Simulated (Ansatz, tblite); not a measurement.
Spin states of Pt3H4, each relaxed with PBE0-D4/def2-TZVP in Ansatz. Electronic energies in the gas phase.

In the def2 sets Pt takes a core potential; there is no spin–orbit coupling. The xTB rows come from tblite. B3LYP takes the VWN-RPA correlation. Correlated methods freeze no core orbitals; core or outer-core shells of Pt are correlated, in sets that lack core-valence functions. The structure comes from a short search, and lower isomers may exist.

Singlet geometry:

```
atom    x (Å)    y (Å)    z (Å)
 Pt1  -0.0793   0.5375  -1.0560
 Pt2   0.3437  -1.4063   0.6834
 Pt3  -1.4796   0.1594   1.2044
  H4  -0.6610   1.3836   0.7186
  H5   1.2180   1.3167  -1.0011
  H6   0.0460  -2.3494   1.8766
  H7   0.6122   0.3586  -2.4258
```

Triplet geometry:

Cartesian coordinates in Å:
```
Pt 0.223 1.102 0.311
Pt -0.889 -0.961 -0.918
Pt 0.097 -1.446 1.261
H 0.877 -0.108 1.688
H 1.382 1.325 -0.633
H -1.574 -2.327 -1.267
H -0.115 2.414 -0.442
```

Quintet geometry (Cs within 0.1 Å):

```tsv
atom	x (Å)	y (Å)	z (Å)
Pt1	-1.330	-0.240	0.497
Pt2	0.948	-0.794	-0.744
Pt3	0.338	1.601	-0.098
H4	-0.234	2.192	-1.391
H5	-0.672	-1.476	-0.577
H6	2.136	-1.035	0.254
H7	-1.186	-0.247	2.060
```

⟨S²⟩: triplet 2.02 at PBE0-D4/def2-TZVP (pure 2.00), quintet 6.03 at PBE0-D4/def2-TZVP (pure 6.00).

Run but left out: r2SCAN-D4/def2-TZVP (singlet: restricted singlet, unstable towards broken spin symmetry); BHLYP-D4/def2-TZVP (singlet: restricted singlet, unstable in another Hartree–Fock run and untested here).

Only these spin states were relaxed. The triplet has other bonds than the singlet, so the gap mixes isomer and spin. The quintet has other bonds than the singlet, so the gap mixes isomer and spin.

Task: Estimate which spin state lies lowest at each of these levels, and by how much: GFN2-xTB; PBE-D4/def2-TZVP; revPBE-D4/def2-TZVP; r2SCANh-D4/def2-TZVP; B3LYP-D4/def2-TZVP; PBE0-D4/def2-TZVP; ωB97M-V/def2-TZVP; RPA@PBE/def2-TZVP.

Result: 
```csv
level,triplet − singlet (kcal/mol),quintet − singlet (kcal/mol),lowest of these,remarks
GFN2-xTB,10.2,32.7,singlet,–
PBE-D4/def2-TZVP,6.0,32.1,singlet,–
revPBE-D4/def2-TZVP,6.3,32.0,singlet,–
r2SCANh-D4/def2-TZVP,4.2,28.3,singlet,–
B3LYP-D4/def2-TZVP,7.6,34.3,singlet,–
PBE0-D4/def2-TZVP,7.8,33.4,singlet,–
ωB97M-V/def2-TZVP,11.8,39.1,singlet,–
RPA@PBE/def2-TZVP,6.2,35.9,singlet,test for broken spin undecided (singlet)
```

Change of the quintet − singlet gap on mixing in exact exchange, in kcal/mol: PBE to PBE0 (25 % exact exchange) 1.3. The xTB methods have no spin-polarisation term.
